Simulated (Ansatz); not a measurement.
The same path of AlF2H2N + H2 (8 atoms, charge 0, multiplicity 1) was run twice with different band settings. Lost on the way: H5–H6. Made: Al1–H6, N2–H5.

The calculation used UKS revPBE/6-31G* (Ansatz 0.2.0).

Relaxed end points:

```xyz
8
Properties=species:S:1:pos:R:3
Al 0.526 -1.168 -0.188
N 0.898 0.560 -0.380
F -0.191 -2.027 -1.426
F 0.892 -1.966 1.231
H -1.742 1.119 0.686
H -2.427 1.245 0.963
H 0.705 1.101 -1.221
H 1.339 1.137 0.335
```

```xyz
8
Properties=species:S:1:pos:R:3
Al -0.477 -0.938 0.216
N 0.396 0.914 -0.183
F -0.388 -1.572 -1.350
F 0.694 -1.512 1.295
H -0.204 1.717 0.042
H -1.927 -0.579 0.801
H 0.640 0.966 -1.181
H 1.265 1.004 0.359
```

Common settings: spring 5.0 eV/Å²; optimiser quadratic models (default); start path through a guess of the saddle point; force threshold 0.05 eV/Å; iteration limit 60; end points relaxed.

| run | movable images | climbing image |
| --- | --- | --- |
| 1 | 7 | yes |
| 2 | 8 | no |

What does each run give, and how far can it be trusted?

Run 1: converged after 13 iterations, highest image 0.672 eV above the first end. A vibrational analysis at the climbing image gives one clearly imaginary mode, 1109i cm⁻¹: a first-order saddle point.
Run 2: converged after 14 iterations, highest image 0.549 eV above the first end. No image climbed, so the highest image needn't sit at the top of the path.
The orbitals were unrestricted but ended closed-shell.
